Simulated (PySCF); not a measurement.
rhodium atom (Rh), quartet (core potentials on Rh); PySCF with PBE0/def2-SV(P).

The PySCF input:
```python
from pyscf import gto, scf, dft

mol = gto.Mole()
mol.atom = '''
    Rh    0.000000    0.000000    0.000000
'''
mol.basis = 'def2-sv(p)'
mol.ecp = {'Rh': 'def2-sv(p)'}
mol.charge = 0
mol.spin = 3
mol.verbose = 4
mol.build()

mf = dft.UKS(mol)
mf.xc = 'pbe0'
mf.kernel()
```

Predict the main parts of the log of this PySCF run.


```
PySCF version 2.14.0

[INPUT] verbose = 4
[INPUT] num. atoms = 1
[INPUT] num. electrons = 17
[INPUT] charge = 0
[INPUT] spin (= nelec alpha-beta = 2S) = 3
[INPUT] symmetry False subgroup None
[INPUT] Mole.unit = angstrom
[INPUT] Symbol           X                Y                Z      unit          X                Y                Z       unit  Magmom
[INPUT]  1 Rh     0.000000000000   0.000000000000   0.000000000000 AA    0.000000000000   0.000000000000   0.000000000000 Bohr   0.0

nuclear repulsion = 0
number of shells = 10
number of NR pGTOs = 50
number of NR cGTOs = 24
basis = def2-sv(p)
ecp = {'Rh': 'def2-sv(p)'}

******** <class 'pyscf.dft.uks.UKS'> ********
method = UKS
initial guess = minao
damping factor = 0
level_shift factor = 0
DIIS = <class 'pyscf.scf.diis.CDIIS'>
diis_start_cycle = 1
diis_space = 8
diis_damp = 0
SCF conv_tol = 1e-09
SCF conv_tol_grad = None
SCF max_cycles = 50
direct_scf = True
direct_scf_tol = 1e-13
number electrons alpha = 10  beta = 7
XC library pyscf.dft.libxc version 7.1.2
    S. Lehtola, C. Steigemann, M. J. T. Oliveira, and M. A. L. Marques,  SoftwareX 7, 1–5 (2018)
XC functionals = pbe0
    C. Adamo and V. Barone,  J. Chem. Phys. 110, 6158 (1999)
    M. Ernzerhof and G. E. Scuseria,  J. Chem. Phys. 110, 5029 (1999)
radial grids:
    Treutler-Ahlrichs [JCP 102, 346 (1995); DOI:10.1063/1.469408] (M4) radial grids

becke partition: Becke, JCP 88, 2547 (1988); DOI:10.1063/1.454033
pruning grids: <function nwchem_prune>
grids dens level: 3
symmetrized grids: False
atomic radii adjust function: <function treutler_atomic_radii_adjust>
small_rho_cutoff = 0
Set gradient conv threshold to 3.16228e-05
tot grids = 22176
init E= -100.544345142026

cycle= 1 E= -110.25760829911  delta_E= -9.71  |g|= 0.492  |ddm|= 2.44
cycle= 2 E= -109.844357856875  delta_E= 0.413  |g|= 1.02  |ddm|= 2.25
cycle= 3 E= -110.430216902653  delta_E= -0.586  |g|= 0.0541  |ddm|= 1.55
cycle= 4 E= -110.438049505446  delta_E= -0.00783  |g|= 0.02  |ddm|= 0.244
cycle= 5 E= -110.442153902564  delta_E= -0.0041  |g|= 0.0168  |ddm|= 0.148
cycle= 6 E= -110.448340954339  delta_E= -0.00619  |g|= 0.00674  |ddm|=  0.4
cycle= 7 E= -110.448449048486  delta_E= -0.000108  |g|= 0.00356  |ddm|= 0.0213
cycle= 8 E= -110.448688260487  delta_E= -0.000239  |g|= 0.00117  |ddm|= 0.0759
cycle= 9 E= -110.448711068132  delta_E= -2.28e-05  |g|= 0.00057  |ddm|= 0.0217
cycle= 10 E= -110.448716416451  delta_E= -5.35e-06  |g|= 0.000285  |ddm|= 0.0116
cycle= 11 E= -110.448716758528  delta_E= -3.42e-07  |g|= 3.06e-05  |ddm|= 0.00331
cycle= 12 E= -110.448716765597  delta_E= -7.07e-09  |g|= 1.79e-05  |ddm|= 0.000322
cycle= 13 E= -110.448716770434  delta_E= -4.84e-09  |g|= 1.53e-05  |ddm|= 0.000204
cycle= 14 E= -110.448716774725  delta_E= -4.29e-09  |g|= 1.5e-05  |ddm|= 0.000179
cycle= 15 E= -110.448716777868  delta_E= -3.14e-09  |g|= 1.5e-05  |ddm|= 0.00013
cycle= 16 E= -110.44871677923  delta_E= -1.36e-09  |g|= 1.5e-05  |ddm|= 5.61e-05
cycle= 17 E= -110.448716804442  delta_E= -2.52e-08  |g|= 1.5e-05  |ddm|= 0.00104
cycle= 18 E= -110.448717048514  delta_E= -2.44e-07  |g|= 1.48e-05  |ddm|= 0.0103
cycle= 19 E= -110.448717082606  delta_E= -3.41e-08  |g|= 1.45e-05  |ddm|= 0.00146
cycle= 20 E= -110.448718181091  delta_E= -1.1e-06  |g|= 8.04e-05  |ddm|= 0.0534
cycle= 21 E= -110.448718052808  delta_E= 1.28e-07  |g|= 5.38e-05  |ddm|= 0.00735
cycle= 22 E= -110.448718044684  delta_E= 8.12e-09  |g|= 4.84e-05  |ddm|= 0.000491
cycle= 23 E= -110.448718067813  delta_E= -2.31e-08  |g|= 4.41e-05  |ddm|= 0.00118
cycle= 24 E= -110.448718855682  delta_E= -7.88e-07  |g|= 5.7e-05  |ddm|= 0.0501
cycle= 25 E= -110.448718882726  delta_E= -2.7e-08  |g|= 2.28e-05  |ddm|= 0.00167
cycle= 26 E= -110.448719233725  delta_E= -3.51e-07  |g|= 0.000136  |ddm|= 0.041
cycle= 27 E= -110.448719282449  delta_E= -4.87e-08  |g|= 9.4e-05  |ddm|= 0.0038
cycle= 28 E= -110.448719345756  delta_E= -6.33e-08  |g|= 3.67e-05  |ddm|= 0.00787
cycle= 29 E= -110.448719389553  delta_E= -4.38e-08  |g|= 2.86e-05  |ddm|= 0.0094
cycle= 30 E= -110.448719344913  delta_E= 4.46e-08  |g|= 0.000128  |ddm|= 0.00295
cycle= 31 E= -110.448719378884  delta_E= -3.4e-08  |g|= 9.61e-05  |ddm|= 0.00444
cycle= 32 E= -110.448719425719  delta_E= -4.68e-08  |g|= 1.62e-05  |ddm|= 0.00941
cycle= 33 E= -110.448719429197  delta_E= -3.48e-09  |g|= 1.04e-05  |ddm|= 0.000898
cycle= 34 E= -110.448719432133  delta_E= -2.94e-09  |g|= 5.27e-06  |ddm|= 0.00139
cycle= 35 E= -110.448719434644  delta_E= -2.51e-09  |g|= 5.27e-06  |ddm|= 0.00106
cycle= 36 E= -110.44871943886  delta_E= -4.22e-09  |g|= 5.68e-06  |ddm|= 0.00162
cycle= 37 E= -110.448719438699  delta_E= 1.6e-10  |g|= 5.2e-06  |ddm|= 2.75e-05
Extra cycle  E= -110.448719439014  delta_E= -3.15e-10  |g|= 5.2e-06  |ddm|= 3.75e-05
converged SCF energy = -110.448719439014  <S^2> = 3.750029  2S+1 = 4.0000145
```
